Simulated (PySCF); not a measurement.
How methods differ on the ionisation energy of Ga⁺

Ga⁺ [Ar] 3d10 4s2 (1S) → Ga²⁺ [Ar] 3d10 4s1 (2S), as a difference of total energies. All numbers are calculated (PySCF 2.14, no relativity, point nucleus, in dyall-av2z (16s12p8d, 92 functions)). Correlated levels: valence: [Ar] 3d10 frozen; virtual orbitals above 40 to 60 times the deepest correlated orbital energy dropped. The calculations carry no spin-orbit coupling.

| method | ionisation energy (eV) |
| --- | --- |
| UHF | 18.440 |
| LDA | 20.796 |
| PBE | 20.429 |
| PBE0 | 20.094 |
| r2SCAN | 20.150 |
| HSE06 | 20.155 |
| B97-3 | 20.287 |
| wB97X-V | 20.072 |
| BP86 | 20.580 |
| MP2 (valence) | 19.126 |
| SCS-MP2 (valence) | 19.263 |

Question: How much does correlation contribute at MP2 (valence)?

Answer: 19.126 − (18.440) = 0.686 eV, measured against UHF.

These non-relativistic numbers lack the scalar-relativistic shift.

Errors of the correlated levels include the incompleteness of this basis and the frozen core.

MP2 underrates the near-degeneracy of ns² with np² in the lower species.

For comparison: 20.515 eV (measured; NIST Atomic Spectra Database, ionization energies).
